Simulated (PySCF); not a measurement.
## Working with the constants of SrC

ROHF-CCSD(T) constants of SrC, triplet, unpaired electrons π ↑↑ (PySCF, scalar-relativistic core potentials, basis sets Sr def2-TZVP with ECP28, C def2-TZVP; masses 87.9056 and 12.0000 u):

- ωe: 412.6 cm⁻¹
- ωexe: 2.35 cm⁻¹
- Be: 0.26358 cm⁻¹
- αe: 0.00211 cm⁻¹
- D (centrifugal): 4.3e-07 cm⁻¹
- De to Sr + C: 1.87 eV

Task: Give the vibrational terms G(v) and spacings up to v = 6.

Result: G(v) = ωe(v+½) − ωexe(v+½)².

```json
{"v": "0", "G(v) (cm⁻¹)": "205.7", "G(v) − G(v−1)": "", "Bv (cm⁻¹)": "0.2625"}
{"v": "1", "G(v) (cm⁻¹)": "613.6", "G(v) − G(v−1)": "407.9", "Bv (cm⁻¹)": "0.2604"}
{"v": "2", "G(v) (cm⁻¹)": "1016.8", "G(v) − G(v−1)": "403.2", "Bv (cm⁻¹)": "0.2583"}
{"v": "3", "G(v) (cm⁻¹)": "1415.3", "G(v) − G(v−1)": "398.5", "Bv (cm⁻¹)": "0.2562"}
{"v": "4", "G(v) (cm⁻¹)": "1809.1", "G(v) − G(v−1)": "393.8", "Bv (cm⁻¹)": "0.2541"}
{"v": "5", "G(v) (cm⁻¹)": "2198.2", "G(v) − G(v−1)": "389.1", "Bv (cm⁻¹)": "0.2520"}
{"v": "6", "G(v) (cm⁻¹)": "2582.6", "G(v) − G(v−1)": "384.4", "Bv (cm⁻¹)": "0.2499"}
```

Task: How well does the Morse estimate ωe²/(4ωexe) reproduce De, and what is D0?

Result: It gives 2.25 eV, 120 % of the computed De. D0 = De − G(0) = 1.87 − 0.03 = 1.84 eV.

Correlated steps freeze 1 core orbital. Spin–orbit coupling is left out. The CCSD T1 diagnostic is raised, a sign that a single reference may not be enough here. The state was picked by a PBE0 search and need not be the measured ground state.
